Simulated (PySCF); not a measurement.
# One molecule, many functionals

Species: C2H5FGeSi.
Bonds: F1–Ge2, Ge2–C3, C3–C4 (triple), C4–Si5. Hydrogens: H6, H7 on Ge2; H8, H9, H10 on Si5.

Linear-response calculations in the def2-SVPD basis (PySCF; singlets by full response, triplets Tamm–Dancoff, core orbitals frozen in the response; HF means time-dependent Hartree–Fock). 'Strongest' is the level of largest summed f among the singlets computed (10 roots, of which the last may lack a degenerate partner); it can jump between rows when another state enters that window. S1 is the lowest singlet of each run and needn't be the same state throughout; f(S1) is that of one state. Geometry: PBE0-D3(BJ)/def2-SVP; no solvent, vibrations or thermal averaging. The LDA/def2-SVPD calculation is non-relativistic and has no spin–orbit coupling, an omission that weighs most on germanium.

```json
{"functional": "LDA", "kind": "LDA", "S1 (eV)": "5.03", "f(S1)": "0.001", "strongest (eV)": "6.55", "T1 (eV)": "4.61", "HOMO (eV)": "-7.34", "gap (eV)": "4.96", "ionisation energy, ΔSCF (eV)": "10.12"}
{"functional": "PBE", "kind": "GGA", "S1 (eV)": "5.11", "f(S1)": "0.001", "strongest (eV)": "6.64", "T1 (eV)": "4.48", "HOMO (eV)": "-7.21", "gap (eV)": "5.06", "ionisation energy, ΔSCF (eV)": "10.00"}
{"functional": "B3LYP", "kind": "global hybrid, 20% exact exchange", "S1 (eV)": "5.28", "f(S1)": "0.001", "strongest (eV)": "7.23", "T1 (eV)": "4.53", "HOMO (eV)": "-8.16", "gap (eV)": "6.68", "ionisation energy, ΔSCF (eV)": "10.32"}
{"functional": "PBE0", "kind": "global hybrid, 25% exact exchange", "S1 (eV)": "5.35", "f(S1)": "0.001", "strongest (eV)": "7.41", "T1 (eV)": "4.46", "HOMO (eV)": "-8.41", "gap (eV)": "7.13", "ionisation energy, ΔSCF (eV)": "10.36"}
{"functional": "BHandHLYP", "kind": "global hybrid, 50% exact exchange", "S1 (eV)": "5.34", "f(S1)": "0.000", "strongest (eV)": "7.92", "T1 (eV)": "4.44", "HOMO (eV)": "-9.45", "gap (eV)": "9.11", "ionisation energy, ΔSCF (eV)": "10.37"}
{"functional": "CAM-B3LYP", "kind": "range-separated hybrid", "S1 (eV)": "5.37", "f(S1)": "0.000", "strongest (eV)": "7.76", "T1 (eV)": "4.54", "HOMO (eV)": "-9.71", "gap (eV)": "9.49", "ionisation energy, ΔSCF (eV)": "10.51"}
{"functional": "wB97X-D", "kind": "range-separated hybrid", "S1 (eV)": "5.42", "f(S1)": "0.000", "strongest (eV)": "7.83", "T1 (eV)": "4.62", "HOMO (eV)": "-10.26", "gap (eV)": "10.73", "ionisation energy, ΔSCF (eV)": "10.50"}
{"functional": "LC-wPBE", "kind": "range-separated hybrid", "S1 (eV)": "5.50", "f(S1)": "0.000", "strongest (eV)": "8.26", "T1 (eV)": "4.46", "HOMO (eV)": "-11.13", "gap (eV)": "12.04", "ionisation energy, ΔSCF (eV)": "10.67"}
{"functional": "HF", "kind": "Hartree–Fock", "S1 (eV)": "5.04", "f(S1)": "0.000", "strongest (eV)": "8.69", "T1 (eV)": "3.87", "HOMO (eV)": "-11.09", "gap (eV)": "13.02", "ionisation energy, ΔSCF (eV)": "not settled"}
```

S1 runs from 5.03 eV (LDA) to 5.50 eV (LC-wPBE), a spread of 0.47 eV, while the orbital gap spreads over 8.1 eV. −ε(HOMO) comes closest to its own ΔSCF ionisation energy with wB97X-D (-0.24 eV) and misses most with PBE (-2.79 eV). 'Not settled' means that the ion's SCF failed to converge or may have ended in another state than the lowest.
